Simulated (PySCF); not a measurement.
C2H10ClNSi2, SMILES N[C@@H]([Si@H](C)Cl)[SiH3].

Coordinates come from a PBE0-D3(BJ)/def2-SVP optimisation. The structure was generated by enumeration; whether it is a known compound was not checked. Other conformers were not sampled.

Computed with PBE0-D3(BJ)/def2-SVP (PySCF).

Frequencies are harmonic and unscaled.

```
mode  ν (cm⁻¹)  IR (km/mol)    moving atoms (share of kinetic energy)
----  --------  -----------  ----------------------------------------
1           45          0.3  H 24 %, Si 23 %, Cl 22 %, N 19 %, C 13 %
2          111          1.5          Cl 42 %, Si 26 %, H 18 %, N 12 %
3          124          0.8           H 31 %, C 30 %, Si 25 %, N 11 %
4          155          0.4                                    H 87 %
5          158          0.8                             H 81 %, N 9 %
6          187          2.9          C 34 %, H 28 %, Cl 23 %, Si 10 %
7          218         14.0                   H 35 %, N 33 %, Si 24 %
8          283         23.4                   H 60 %, Si 22 %, N 10 %
9          306         17.2           H 55 %, Si 17 %, C 14 %, N 13 %
10         363         10.6           H 32 %, Si 27 %, C 24 %, N 12 %
11         486         26.1          Si 33 %, Cl 25 %, C 21 %, H 18 %
12         536         11.5                  Si 40 %, H 32 %, Cl 20 %
13         613          9.3                           H 74 %, Si 15 %
14         662         21.5                            H 69 %, C 23 %
15         682         17.5                   H 64 %, C 23 %, Si 11 %
16         732         10.8                            H 80 %, C 17 %
17         755         90.1                   Si 36 %, H 34 %, C 28 %
18         816         43.1                    H 59 %, C 32 %, Si 8 %
19         843        367.5            H 69 %, Si 11 %, C 11 %, N 9 %
20         889        120.7                     H 70 %, C 15 %, N 8 %
21         891        102.6                     H 77 %, Si 9 %, C 9 %
22         927        124.5                           H 86 %, Si 10 %
23         942         44.9                                    H 97 %
24         944         48.6                                    H 97 %
25        1048         18.2                            H 75 %, C 18 %
26        1099          8.4                    C 42 %, H 33 %, N 24 %
27        1136         12.6                            H 65 %, C 29 %
28        1265         34.0                            H 78 %, C 22 %
29        1343          1.8                     H 78 %, C 13 %, N 9 %
30        1421          4.5                                    H 96 %
31        1426          5.5                                    H 96 %
32        1634         21.6                                    H 93 %
33        2217        122.9                                    H 97 %
34        2220        122.8                                    H 97 %
35        2242         68.4                                    H 97 %
36        2247        104.9                                    H 96 %
37        3046          4.0                                    H 92 %
38        3059          0.8                                    H 97 %
39        3164          0.9                             H 91 %, C 9 %
40        3177          0.5                             H 91 %, C 9 %
41        3518          1.9                                    H 96 %
42        3603          7.1                             H 92 %, N 8 %
```
